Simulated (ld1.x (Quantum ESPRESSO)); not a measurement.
The numbers below are computed, except where a source is named.
**Pseudopotentials across the periodic table**

Generated with ld1.x 7.5 (TM, RRKJ, ultrasoft, PAW), atompaw 4.2 or ONCVPSP 4.0.1. The cutoff is in Ry: for ld1.x and atompaw files where the sum of valence levels is converged to 10 mRy in a Bessel basis, for ONCV files where the hardest occupied wave has 1 mHa per electron of residual kinetic energy. The error is the largest all-electron minus pseudo excitation energy over each file’s own four to seven test configurations (ionisations up to +4, promotions, holes and added fractions of an electron), all of which were solved. The labels leave out finer settings (local radius, basis sizes, second energies), which also bear on the numbers. Spin-polarised tests are not counted. The rows are a selection from randomly drawn settings: files with unsolved tests, undetermined cutoffs or missed reference levels are left out.

A true bound ghost makes a file unfit for plane-wave use even where its test errors are small: the radial tests pick states by their node count and pass the ghost by.

```csv
element,potential,cutoff (Ry),largest error (meV),bound ghosts
Sc,"TM, PBE, scalar-relativistic, rc 2.35/1.00/2.02 (spd), local s, core correction no, reference 3p6 3d1 4s1.5 4p0",70,-1027,none
Sr,"TM, revPBE, scalar-relativistic, rc 3.75/3.10/2.95/3.75 (spdf), local p, core correction yes, reference 4d1 5s1 5p0",12,-53,s
Rh,"PAW, PBE, scalar-relativistic, rc 1.60/1.95/1.45 (spd), local smoothed, core correction yes, reference 4s2 4p6 4d8 5s1 5p0",50,-16,none
I,"ultrasoft, LDA (PZ), non-relativistic, rc 1.10/1.15/0.95 (spd), local smoothed, core correction no, reference 4s2 4p6 4d10 5s1.75 5p5.25",180,-60,none
Xe,"TM, PBEsol, scalar-relativistic, rc 1.70/1.85/1.55 (spd), local s, core correction no, reference 5s2 5p6",35,-31,d
Bi,"TM, PBE, scalar-relativistic, rc 1.50/2.00/2.00 (spd), local p, core correction yes, reference 5d10 6s2 6p3",60,+197,none
```

Fill in the row for Au: ultrasoft, PBE, scalar-relativistic, rc 2.45/1.75/1.35 (spd), local smoothed, core correction yes, reference 5p6 5d9 6s2 6p0.

cutoff 55 Ry, largest error -129 meV, bound ghosts: s.
